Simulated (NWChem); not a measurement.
System: CH$_{4}$F$_{2}$OSi; SMILES O[SiH2]C(F)F

The following NWChem deck was run.

```
start job
memory heap 200 mb stack 900 mb global 1100 mb
geometry units angstroms noautoz
  O      0.550562     2.060717     0.275368
  Si    -0.564329     0.868050    -0.116647
  C      0.086062    -0.870622     0.408150
  F     -0.838569    -1.821985     0.039717
  F      1.262116    -1.116715    -0.278157
  H      1.397352     2.006637    -0.201411
  H     -0.832686     0.765546    -1.593092
  H     -1.806130     1.186826     0.653647
  H      0.301133    -1.004746     1.495850
end
basis spherical
  * library def2-tzvp
end
dft
  xc xctpssh
  iterations 150
  semidirect filesize 400000000
  mulliken
end
task dft energy
```

Parts of the log:

```
             Northwest Computational Chemistry Package (NWChem) 7.3.0
             --------------------------------------------------------

 C1  symmetry detected

                             Geometry "geometry" -> ""
                             -------------------------

 Output coordinates in angstroms (scale by  1.889725989 to convert to a.u.)

  No.       Tag          Charge          X              Y              Z
 ---- ---------------- ---------- -------------- -------------- --------------
    1 O                    8.0000     0.45342964     2.08935813     0.22470392
    2 Si                  14.0000    -0.59085339     0.84120101    -0.18844137
    3 C                    6.0000     0.10643643    -0.85544803     0.40869311
    4 F                    9.0000    -0.75918311    -1.85386578     0.02185758
    5 F                    9.0000     1.32272097    -1.06634327    -0.21649262
    6 H                    1.0000     1.32321139     2.06087236    -0.21114519
    7 H                    1.0000    -0.78499875     0.69355310    -1.67266509
    8 H                    1.0000    -1.87974685     1.12378361     0.51578972
    9 H                    1.0000     0.27558512    -0.95531853     1.50812509

 Effective nuclear repulsion energy (a.u.)     242.5602885531

                                 NWChem DFT Module
                                 -----------------

 Summary of "ao basis" -> "ao basis" (spherical)
 ------------------------------------------------------------------------------
       Tag                 Description            Shells   Functions and Types
 ---------------- ------------------------------  ------  ---------------------
 O                         def2-tzvp                11       31   5s3p2d1f
 Si                        def2-tzvp                13       37   5s5p2d1f
 C                         def2-tzvp                11       31   5s3p2d1f
 F                         def2-tzvp                11       31   5s3p2d1f
 H                         def2-tzvp                 4        6   3s1p

            General Information
            -------------------
          SCF calculation type: DFT
          Wavefunction type:  closed shell.
          No. of atoms     :     9
          No. of electrons :    50
           Alpha electrons :    25
            Beta electrons :    25
          Charge           :     0
          Spin multiplicity:     1
          Use of symmetry is: off; symmetry adaption is: off
          Maximum number of iterations: 150
          AO basis - number of functions:   185
                     number of shells:    73
          Convergence on energy requested:  1.00D-06
          Convergence on density requested:  1.00D-05
          Convergence on gradient requested:  5.00D-04

              XC Information
              --------------
                  TPSS hybrid Method XC Functional
                     Hartree-Fock (Exact) Exchange  0.100
                  TPSS metaGGA Exchange Functional  0.900
             TPSS03 metaGGA Correlation Functional  1.000

             Grid Information
             ----------------
          Grid used for XC integration:  medium
          Radial quadrature: Mura-Knowles
          Angular quadrature: Lebedev.
          Tag              B.-S. Rad. Rad. Pts. Rad. Cut. Ang. Pts.
          ---              ---------- --------- --------- ---------
          O                   0.60       49          10.0       434
          Si                  1.10       88           9.0       590
          C                   0.70       49          10.0       434
          F                   0.50       49          12.0       434
          H                   0.35       45          11.0       434
          Grid pruning is: on
          Number of quadrature shells:   464
          Spatial weights used:  Erf1

      Superposition of Atomic Density Guess
      -------------------------------------

 Sum of atomic energies:        -602.12643949

      Non-variational initial energy
      ------------------------------

 Total energy =    -603.477307
 1-e energy   =   -1317.471365
 2-e energy   =     471.433769
 HOMO         =      -0.307600
 LUMO         =       0.014691

------------------------------------------------------------
EAF file 0: "./job.aoints.0" size=517996544 bytes
------------------------------------------------------------
               write      read    awrite     aread      wait
               -----      ----    ------     -----      ----
     calls:      988         0         0         0         0
   data(b): 5.18e+08  0.00e+00  0.00e+00  0.00e+00
   time(s): 0.00e+00  0.00e+00  0.00e+00  0.00e+00  0.00e+00
rate(mb/s): 0.00e+00  0.00e+00
------------------------------------------------------------

     ---------------------------------------------
      Total Density - Mulliken Population Analysis
     ---------------------------------------------

    Atom       Charge   Shell Charges
 -----------   ------   -------------------------------------------------------
    1 O    8     8.86   0.79  1.18  0.59  0.95  0.25  2.02  2.21  0.86  0.00  0.01  0.00
    2 Si  14    13.31   2.00  0.59  1.39  0.85  0.43  4.11  1.73  0.49  1.09  0.33  0.13  0.12  0.04
    3 C    6     5.48   0.85  1.12  0.51  0.68  0.11  0.86  1.00  0.17  0.03  0.12  0.02
    4 F    9     9.38   0.77  1.20  0.61  1.00  0.31  2.33  2.31  0.84  0.00  0.01  0.00
    5 F    9     9.39   0.77  1.20  0.61  1.00  0.31  2.33  2.31  0.84  0.00  0.01  0.00
    6 H    1     0.54   0.19  0.25  0.06  0.04
    7 H    1     1.06   0.23  0.55  0.29  0.01
    8 H    1     1.05   0.23  0.54  0.28  0.01
    9 H    1     0.92   0.25  0.47  0.18  0.02

   convergence    iter        energy       DeltaE   RMS-Dens  Diis-err
 ---------------- ----- ----------------- --------- --------- ---------
 d= 0,ls=0.0,diis     1   -604.9617684947 -8.48D+02  6.62D-03  1.46D+00
 d= 0,ls=0.0,diis     2   -604.7492454574  2.13D-01  4.06D-03  4.05D+00
 d= 0,ls=0.0,diis     3   -605.1045072117 -3.55D-01  6.68D-04  4.45D-02
 d= 0,ls=0.0,diis     4   -605.1064761767 -1.97D-03  3.45D-04  1.54D-02
 d= 0,ls=0.0,diis     5   -605.1077627226 -1.29D-03  8.32D-05  1.64D-03
  Resetting Diis
 d= 0,ls=0.0,diis     6   -605.1078893534 -1.27D-04  2.81D-05  7.79D-05
 d= 0,ls=0.0,diis     7   -605.1078968138 -7.46D-06  7.05D-06  1.54D-06
 d= 0,ls=0.0,diis     8   -605.1078967531  6.07D-08  3.93D-06  2.36D-06

         Total DFT energy =     -605.107896753129
      One electron energy =    -1320.484206569284
           Coulomb energy =      530.247528506720
    Exchange-Corr. energy =      -57.431507243662
 Nuclear repulsion energy =      242.560288553096

 Numeric. integr. density =       49.999994897159

                       DFT Final Molecular Orbital Analysis
                       ------------------------------------

 Vector   23  Occ=2.000000D+00  E=-3.496405D-01
              MO Center= -5.8D-02,  1.2D+00,  5.8D-03, r^2= 3.3D+00
   Bfn.  Coefficient  Atom+Function         Bfn.  Coefficient  Atom+Function
  ----- ------------  ---------------      ----- ------------  ---------------
     7      0.279204  1 O  py                10      0.235625  1 O  py
    48     -0.187196  2 Si pz                13      0.171006  1 O  py
     6     -0.138851  1 O  px               169      0.131688  7 H  s
   175     -0.117150  8 H  s                  9     -0.115058  1 O  px
   107     -0.107657  4 F  pz               138     -0.102466  5 F  pz

 Vector   24  Occ=2.000000D+00  E=-3.243996D-01
              MO Center= -1.7D-01,  1.3D+00, -1.4D-01, r^2= 3.1D+00
   Bfn.  Coefficient  Atom+Function         Bfn.  Coefficient  Atom+Function
  ----- ------------  ---------------      ----- ------------  ---------------
     8      0.322888  1 O  pz                11      0.271471  1 O  pz
    14      0.191692  1 O  pz               169      0.181716  7 H  s
   175     -0.137602  8 H  s                 48     -0.131658  2 Si pz
   170      0.129932  7 H  s                 47     -0.118114  2 Si py
   176     -0.113679  8 H  s                168      0.103580  7 H  s

 Vector   25  Occ=2.000000D+00  E=-2.825496D-01
              MO Center=  1.7D-02, -1.8D-01,  1.2D-01, r^2= 3.3D+00
   Bfn.  Coefficient  Atom+Function         Bfn.  Coefficient  Atom+Function
  ----- ------------  ---------------      ----- ------------  ---------------
    75      0.194518  3 C  py                78      0.169413  3 C  py
   106     -0.168503  4 F  py                47     -0.162565  2 Si py
     7      0.156121  1 O  py               137     -0.150274  5 F  py
   181     -0.142094  9 H  s                109     -0.139088  4 F  py
   182     -0.137856  9 H  s                 76     -0.135922  3 C  pz

 Vector   26  Occ=0.000000D+00  E=-1.956287D-02
              MO Center= -8.5D-02,  9.5D-01, -1.9D-01, r^2= 4.8D+00
   Bfn.  Coefficient  Atom+Function         Bfn.  Coefficient  Atom+Function
  ----- ------------  ---------------      ----- ------------  ---------------
     5      0.701206  1 O  s                 50     -0.689760  2 Si py
   164     -0.456343  6 H  s                 49     -0.419195  2 Si px
    73     -0.398244  3 C  s                 36      0.323544  2 Si s
    47     -0.271698  2 Si py                81     -0.231237  3 C  py
   176     -0.210036  8 H  s                 82      0.166130  3 C  pz

 Vector   27  Occ=0.000000D+00  E= 2.394320D-02
              MO Center= -3.9D-01,  5.5D-01, -1.4D-01, r^2= 5.9D+00
   Bfn.  Coefficient  Atom+Function         Bfn.  Coefficient  Atom+Function
  ----- ------------  ---------------      ----- ------------  ---------------
    73      1.957758  3 C  s                 50      1.042421  2 Si py
   182     -1.000195  9 H  s                 49     -0.926906  2 Si px
    36     -0.917958  2 Si s                 81      0.743069  3 C  py
   176     -0.557815  8 H  s                 51     -0.418703  2 Si pz
    82      0.324444  3 C  pz                 5      0.292799  1 O  s

 Vector   28  Occ=0.000000D+00  E= 3.576739D-02
              MO Center= -3.6D-01,  2.2D-01,  2.7D-01, r^2= 4.2D+00
   Bfn.  Coefficient  Atom+Function         Bfn.  Coefficient  Atom+Function
  ----- ------------  ---------------      ----- ------------  ---------------
   170      1.069428  7 H  s                 51      1.009930  2 Si pz
   135      0.504854  5 F  s                 73     -0.496073  3 C  s
    80     -0.464438  3 C  px                36     -0.414324  2 Si s
   176     -0.313769  8 H  s                 72     -0.292865  3 C  s
    48      0.257441  2 Si pz               142     -0.215038  5 F  px

------------------------------------------------------------
EAF file 0: "./job.aoints.0" size=774897664 bytes
------------------------------------------------------------
               write      read    awrite     aread      wait
               -----      ----    ------     -----      ----
     calls:     1478         7         0     10339     10339
   data(b): 7.75e+08  3.67e+06  0.00e+00  5.42e+09
   time(s): 0.00e+00  0.00e+00  0.00e+00  0.00e+00  0.00e+00
rate(mb/s): 0.00e+00  0.00e+00
------------------------------------------------------------

     ---------------------------------------------
      Total Density - Mulliken Population Analysis
     ---------------------------------------------

    Atom       Charge   Shell Charges
 -----------   ------   -------------------------------------------------------
    1 O    8     8.53   0.79  1.18  0.58  0.93  0.29  1.90  1.95  0.89  0.00  0.02  0.00
    2 Si  14    13.60   2.00  0.57  1.39  0.87  0.34  4.13  1.69  0.58  1.28  0.28  0.19  0.22  0.05
    3 C    6     5.83   0.86  1.12  0.53  0.67  0.02  1.18  1.11  0.12  0.04  0.17  0.02
    4 F    9     9.20   0.77  1.20  0.62  0.98  0.35  2.27  2.12  0.87  0.00  0.01  0.00
    5 F    9     9.21   0.77  1.20  0.62  0.98  0.35  2.27  2.12  0.88  0.00  0.01  0.00
    6 H    1     0.67   0.25  0.33  0.04  0.05
    7 H    1     1.03   0.24  0.57  0.21  0.01
    8 H    1     1.02   0.24  0.56  0.20  0.01
    9 H    1     0.92   0.27  0.49  0.14  0.02

     -------------------------------------------
      Total Density - Lowdin Population Analysis
     -------------------------------------------

    Atom       Charge   Shell Charges
 -----------   ------   -------------------------------------------------------
    1 O    8     8.14   0.87  1.09  0.54  0.60  0.32  1.75  1.92  1.03  0.00  0.03  0.00
    2 Si  14    13.77   2.00  0.84  1.09  0.51  0.30  3.85  1.87  0.69  1.12  0.51  0.20  0.59  0.20
    3 C    6     6.54   0.91  1.04  0.40  0.35  0.20  1.04  1.23  0.50  0.06  0.68  0.14
    4 F    9     8.88   0.86  1.10  0.60  0.70  0.37  2.13  2.12  0.97  0.00  0.03  0.00
    5 F    9     8.90   0.86  1.10  0.60  0.70  0.37  2.13  2.12  0.98  0.00  0.03  0.00
    6 H    1     0.81   0.24  0.31  0.10  0.16
    7 H    1     1.04   0.25  0.48  0.29  0.02
    8 H    1     1.03   0.25  0.48  0.28  0.02
    9 H    1     0.89   0.26  0.40  0.17  0.06

     Multipole analysis of the density
     ---------------------------------

     L   x y z        total         alpha         beta         nuclear
     -   - - -        -----         -----         ----         -------
     0   0 0 0     -0.000000    -25.000000    -25.000000     50.000000

     1   1 0 0      0.186789      0.093394      0.093394     -0.000000
     1   0 1 0      0.385446      0.192723      0.192723     -0.000000
     1   0 0 1      0.090028      0.045014      0.045014      0.000000

     2   2 0 0    -25.857050    -72.762284    -72.762284    119.667518
     2   1 1 0      1.329988      0.926197      0.926197     -0.522405
     2   1 0 1     -0.332991     -0.859299     -0.859299      1.385607
     2   0 2 0    -30.289007   -188.858295   -188.858295    347.427582
     2   0 1 1     -2.489132      1.084405      1.084405     -4.657942
     2   0 0 2    -25.798708    -26.669824    -26.669824     27.540939
```

Level: TPSSh/def2-TZVP. Coordinates come from a PBE-D3(BJ)/def2-SVP optimisation.
